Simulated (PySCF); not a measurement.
C7H6O.
Bonds: O1–C2 (double), C2–C3, C3–C4 (double), C4–C5, C5–C6 (double), C6–C7, C7–C8 (double), C2–C8. Hydrogens: H9 on C3; H10 on C4; H11 on C5; H12 on C6; H13 on C7; H14 on C8.

Method used: PBE0/def2-SVP geometry optimisation, gas phase in PySCF 2.14.0.

(1) Give the optimised bond lengths and angles.

Answers

(1) 
| bond | length (Å) |
| --- | --- |
| O1=C2 | 1.223 |
| C2–C3, C2–C8 | 1.471 |
| C3–C4, C7–C8 | 1.360 |
| C4–C5, C6–C7 | 1.433 |
| C5–C6 | 1.363 |
| C3–H9, C8–H14 | 1.095 |
| C4–H10, C7–H13 | 1.095 |
| C5–H11, C6–H12 | 1.094 |

Bonds in one row agree within 0.01 Å and their mean is given. A selection of angles:
| angle | degrees |
| --- | --- |
| O1–C2–C3 | 119.3 |
| C3–C2–C8 | 121.3 |
| C2–C3–C4 | 131.3 |
| C3–C4–C5 | 130.1 |
| C4–C5–C6 | 128.0 |

The 8 heavy atoms lie in one plane (0.012 Å rms). The 7-membered ring C2–C3–C4–C5–C6–C7–C8 has internal angles of 121.3° to 131.3° (sum 900°, against 900° for a flat polygon); it is planar, 0.01 Å rms from its mean plane, widest ring torsion 2°. The C–C distances run from 1.360 Å (C3–C4, drawn aromatic) to 1.471 Å (C2–C8, drawn aromatic), a spread of 0.111 Å.

Not checked by PBE0/def2-SVP frequencies.

The run took 29 s wall on Arm Neoverse V1, one thread, shared host with 32 logical CPUs at a one-minute load of 11, and the process peaked at 0.55 GiB of memory. That covers the optimisation of the geometry.
